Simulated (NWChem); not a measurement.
System: C6H7, doublet; SMILES [C]1=CCCC=C1

Parts of the log:

```
             Northwest Computational Chemistry Package (NWChem) 7.3.0
             --------------------------------------------------------

                             Geometry "geometry" -> ""
                             -------------------------

 Output coordinates in angstroms (scale by  1.889725989 to convert to a.u.)

  No.       Tag          Charge          X              Y              Z
 ---- ---------------- ---------- -------------- -------------- --------------
    1 C                    6.0000    -1.44851300    -0.11412700     0.11747600
    2 C                    6.0000    -0.97396300     1.12287700     0.09330800
    3 C                    6.0000     0.50688500     1.27703700    -0.26696500
    4 C                    6.0000     1.32542800     0.06718000     0.22893400
    5 C                    6.0000     0.64144800    -1.25614600    -0.04555200
    6 C                    6.0000    -0.70502500    -1.33562400    -0.08744200
    7 H                    1.0000    -1.57919600     2.00808400     0.27523200
    8 H                    1.0000     0.60073000     1.37090900    -1.36097800
    9 H                    1.0000     0.91093100     2.20149500     0.16174000
   10 H                    1.0000     2.32321300     0.08321000    -0.22510700
   11 H                    1.0000     1.48393400     0.15503800     1.31754100
   12 H                    1.0000     1.25392900    -2.14797500    -0.16560000
   13 H                    1.0000    -1.21874500    -2.27631600    -0.26809400

 Effective nuclear repulsion energy (a.u.)     209.2752989651

                                 NWChem DFT Module
                                 -----------------

 Summary of "ao basis" -> "ao basis" (spherical)
 ------------------------------------------------------------------------------
       Tag                 Description            Shells   Functions and Types
 ---------------- ------------------------------  ------  ---------------------
 C                          def2-svp                 6       14   3s2p1d
 H                          def2-svp                 3        5   2s1p

 in cosmo_initialize ...

 solvent parameters
 solvname_short: unkn
 solvname_long:  unknown
 dielec:       20.7000

          ---------------
          -cosmo- solvent
          ---------------
 Cosmo: York-Karplus, doi: 10.1021/jp992097l
 dielectric constant -eps-     =  20.70
 screen = (eps-1)/(eps    )    =   0.95169
 surface charge correction     = lagrangian

   van der Waals surface
 --------------------------

[...]

                                   COSMO solvation results
                                   -----------------------

                 gas phase energy =      -232.567414349652
                 sol phase energy =      -232.570758906596
 (electrostatic) solvation energy =         0.003344556944 (    2.10 kcal/mol)

                    DFT Final Alpha Molecular Orbital Analysis
                    ------------------------------------------

 Vector   20  Occ=1.000000D+00  E=-3.242905D-01
              MO Center= -5.7D-01, -3.8D-01,  3.2D-02, r^2= 2.8D+00
   Bfn.  Coefficient  Atom+Function         Bfn.  Coefficient  Atom+Function
  ----- ------------  ---------------      ----- ------------  ---------------
     6      0.336587   1 C  pz               76      0.306997   6 C  pz
     9      0.196963   1 C  pz               79      0.189917   6 C  pz
    62      0.188781   5 C  pz               20      0.176812   2 C  pz
   100      0.121732  10 H  s                65      0.105604   5 C  pz
   105     -0.105962  11 H  s                48     -0.104966   4 C  pz

 Vector   21  Occ=1.000000D+00  E=-2.409216D-01
              MO Center= -1.2D+00,  2.8D-02,  4.0D-02, r^2= 2.6D+00
   Bfn.  Coefficient  Atom+Function         Bfn.  Coefficient  Atom+Function
  ----- ------------  ---------------      ----- ------------  ---------------
     4      0.505445   1 C  px                7      0.360064   1 C  px
     3     -0.309101   1 C  s                32      0.185453   3 C  px
    20      0.162449   2 C  pz               74     -0.152428   6 C  px
    60      0.144010   5 C  px                2     -0.136490   1 C  s
    85      0.128134   7 H  s                18     -0.123416   2 C  px

 Vector   22  Occ=1.000000D+00  E=-2.250534D-01
              MO Center= -3.8D-01, -2.6D-01,  7.3D-02, r^2= 3.2D+00
   Bfn.  Coefficient  Atom+Function         Bfn.  Coefficient  Atom+Function
  ----- ------------  ---------------      ----- ------------  ---------------
    62      0.330213   5 C  pz                6     -0.271397   1 C  pz
    20     -0.264943   2 C  pz               65      0.255317   5 C  pz
    76      0.230176   6 C  pz                9     -0.206730   1 C  pz
    23     -0.200339   2 C  pz               79      0.180007   6 C  pz
     4      0.135430   1 C  px              105     -0.125693  11 H  s

 Vector   23  Occ=0.000000D+00  E=-3.769067D-02
              MO Center= -3.5D-01, -2.5D-01,  7.4D-03, r^2= 3.5D+00
   Bfn.  Coefficient  Atom+Function         Bfn.  Coefficient  Atom+Function
  ----- ------------  ---------------      ----- ------------  ---------------
    65      0.439843   5 C  pz               23      0.419165   2 C  pz
    62      0.354600   5 C  pz               20      0.338835   2 C  pz
    79     -0.325777   6 C  pz                9     -0.257004   1 C  pz
    76     -0.257239   6 C  pz                6     -0.211862   1 C  pz
    31      0.152640   3 C  s                21      0.132904   2 C  px

 Vector   24  Occ=0.000000D+00  E= 6.017122D-02
              MO Center=  6.5D-01,  5.1D-01,  2.4D-03, r^2= 6.4D+00
   Bfn.  Coefficient  Atom+Function         Bfn.  Coefficient  Atom+Function
  ----- ------------  ---------------      ----- ------------  ---------------
    31      1.333403   3 C  s                45      1.303656   4 C  s
   106     -0.858730  11 H  s                91     -0.839342   8 H  s
    96     -0.753355   9 H  s               101     -0.735201  10 H  s
    79     -0.361612   6 C  pz                9      0.353223   1 C  pz
    36      0.297732   3 C  py               21     -0.291199   2 C  px

 Vector   25  Occ=0.000000D+00  E= 7.630961D-02
              MO Center= -3.2D-02, -7.6D-01, -5.8D-02, r^2= 7.0D+00
   Bfn.  Coefficient  Atom+Function         Bfn.  Coefficient  Atom+Function
  ----- ------------  ---------------      ----- ------------  ---------------
   111      0.900914  12 H  s               116      0.785830  13 H  s
    59     -0.693249   5 C  s               101      0.636997  10 H  s
    86      0.563416   7 H  s                31     -0.458111   3 C  s
    96      0.444722   9 H  s                 9      0.423801   1 C  pz
    73     -0.411842   6 C  s                45     -0.378707   4 C  s

                     DFT Final Beta Molecular Orbital Analysis
                     -----------------------------------------

 Vector   19  Occ=1.000000D+00  E=-3.329674D-01
              MO Center=  3.7D-01,  6.3D-02,  6.5D-03, r^2= 3.9D+00
   Bfn.  Coefficient  Atom+Function         Bfn.  Coefficient  Atom+Function
  ----- ------------  ---------------      ----- ------------  ---------------
    47      0.296682   4 C  py               33     -0.268988   3 C  py
    61     -0.266780   5 C  py               95     -0.227753   9 H  s
   110      0.210195  12 H  s                 5     -0.196469   1 C  py
    19      0.168064   2 C  py               75      0.160045   6 C  py
   115     -0.159557  13 H  s                85      0.152651   7 H  s

 Vector   20  Occ=1.000000D+00  E=-3.168164D-01
              MO Center= -5.3D-01, -4.3D-01,  1.9D-02, r^2= 2.8D+00
   Bfn.  Coefficient  Atom+Function         Bfn.  Coefficient  Atom+Function
  ----- ------------  ---------------      ----- ------------  ---------------
    76      0.329269   6 C  pz                6      0.298172   1 C  pz
    79      0.214577   6 C  pz               62      0.199443   5 C  pz
    20      0.190544   2 C  pz                9      0.167208   1 C  pz
    23      0.116557   2 C  pz              100      0.112903  10 H  s
    65      0.111373   5 C  pz              105     -0.104613  11 H  s

[...]
```

Level: B3LYP/def2-SVP, spin-unrestricted, COSMO on the gas-phase geometry. All runs use the structure optimised with B3LYP/6-31G* (spherical d), spin-unrestricted. No stability test was run on the SCF state. COSMO prints the solvation energy as gas minus solution, so a positive value is a stabilisation.

**Question.** Write an input that gives this output.

**Answer.** One answer among several that fit: the input that was run:
```
start job
memory heap 200 mb stack 900 mb global 1100 mb
geometry units angstroms noautosym nocenter noautoz
  C     -1.448513    -0.114127     0.117476
  C     -0.973963     1.122877     0.093308
  C      0.506885     1.277037    -0.266965
  C      1.325428     0.067180     0.228934
  C      0.641448    -1.256146    -0.045552
  C     -0.705025    -1.335624    -0.087442
  H     -1.579196     2.008084     0.275232
  H      0.600730     1.370909    -1.360978
  H      0.910931     2.201495     0.161740
  H      2.323213     0.083210    -0.225107
  H      1.483934     0.155038     1.317541
  H      1.253929    -2.147975    -0.165600
  H     -1.218745    -2.276316    -0.268094
end
basis spherical
  C library def2-svp
  H library def2-svp
end
dft
  odft
  mult 2
  xc b3lyp
  iterations 150
end
cosmo
  dielec 20.7
end
task dft energy
```
